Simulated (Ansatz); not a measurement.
Basis-set extrapolation for C₂H₇AlOS (`[CH3][AlH][O]CS`) (PBE0-D4/def2-TZVP geometry, frozen core, Ansatz). Multiplicity 1, RHF reference.

```json
{"": "HF", "def2-TZVPP": "-794.252183", "def2-QZVPP": "-794.278175"}
{"": "MP2 correlation", "def2-TZVPP": "-0.850640", "def2-QZVPP": "-0.913934"}
{"": "CCSD(T) correlation", "def2-TZVPP": "-0.937592", "def2-QZVPP": "not run"}
```

Energies in hartree. Use E(X) = E(∞) + A·exp(−7.88·√X) for Hartree–Fock and E(X) = E(∞) + B·X^(−2.97) for correlation, with X = 3 and 4, and add CCSD(T) minus MP2 of the smaller set to the MP2 limit.

What is the CCSD(T) energy at the basis-set limit?

HF limit: -794.278175 + (-0.025992) × 0.13774 = -794.28176. MP2 limit: -0.913934 + (-0.063294) × 0.74074 = -0.96082. Higher-order term: -0.937592 − (-0.850640) = -0.08695. Total: -795.32953 hartree, 87.7 kcal/mol below CCSD(T)/def2-TZVPP.
